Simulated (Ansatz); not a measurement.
Input file for Ansatz (a program for electronic structure): R-PBE0/def2-TZVPPD on MoO3 (SMILES [O]=[Mo](=[O])=[O]). Elements past Kr take the def2 small-core potentials; no spin–orbit coupling. The basis file is the Basis Set Exchange's JSON of that set.

Ansatz 0.2 input:
```yaml
crystal:
  periodic: [false, false, false]
  atoms:
    - {symbol: O, position_ang: [-0.66088769, 1.47544688, -0.14433998]}
    - {symbol: Mo, position_ang: [-0.00581133, -0.00019084, 0.40660297]}
    - {symbol: O, position_ang: [1.61092878, -0.16354866, -0.11266404]}
    - {symbol: O, position_ang: [-0.94422976, -1.31170738, -0.14969895]}
basis:
  gaussian:
    orbitals: def2-TZVPPD.json
hamiltonian:
  xc: {name: PBE0}
scf: {lower_state_search: off}
```

Output:

```
WARN ansatz: RAYON_NUM_THREADS=4 ignored (pool sized by the plan → 4); use --threads N
Functional definition: PBE0
these checks for a lower state are left out or cut short: stability, starts, cluster_reference, orbital_swaps, neighbouring_geometries, increment
integrals: 0.08 GiB planned
921 factors; their error is unknown
mean field: 0.78 GiB planned
mean field evaluation 1: about -7971.0086 eV, gradient 1.2e2 eV
mean field evaluation 2: about -7691.9891 eV, gradient 3.8e2 eV
mean field evaluation 4: about -7994.0886 eV, gradient 1.5e1 eV
mean field evaluation 8: about -7994.5146 eV, gradient 4.7e-1 eV
mean field evaluation 16: about -7994.6039 eV, gradient 1.9e-4 eV
mean field -7994.60386319 eV, -293.7962730351 hartree, gradient 8.7e-6 eV, S^2 0.000000; 0 other end points of the search recorded, 0 dependent functions left out
reference -7994.60390925 eV, -293.7962747277 hartree; 19, 19 occupied and 157, 157 virtual orbitals, 921 factors
Total energy: -7994.60390925 eV, -293.7962747277 hartree
Checks for a lower state left out: stability, starts, cluster_reference, orbital_swaps, neighbouring_geometries, increment
```

Self-consistency was reached.

Cost: about 4 core-seconds (a rough figure).
